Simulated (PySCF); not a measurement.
**Basis and Hamiltonian dependence of the excitation energy of Ti**

Ti [Ar] 3d2 4s2 (3F) → Ti [Ar] 3d3 4s1, s spin flipped. Calculated with PySCF 2.14 from differences of total energies of unrestricted determinants, without spin-orbit coupling. Values in eV.

```tsv
basis	Hamiltonian	functions	UHF	PBE	PBE0	MP2 (valence)
aug-cc-pVDZ	non-relativistic	59	1.256	0.576	0.715	1.386
x2c-TZVPPall	spin-free X2C	64	1.450	0.781	0.920	1.563
x2c-TZVPPall with one added diffuse shell each of s, p, d, f type	spin-free X2C	80	1.447	0.779	0.919	1.564
x2c-QZVPPall	spin-free X2C	96	1.455	0.766	0.908	1.556
```

Frozen in the all-electron rows: valence: [Ar].

In the upper determinant the s electron has its spin opposite to the other open shell, which mixes two multiplicities. Non-relativistic rows lack the scalar-relativistic shift.
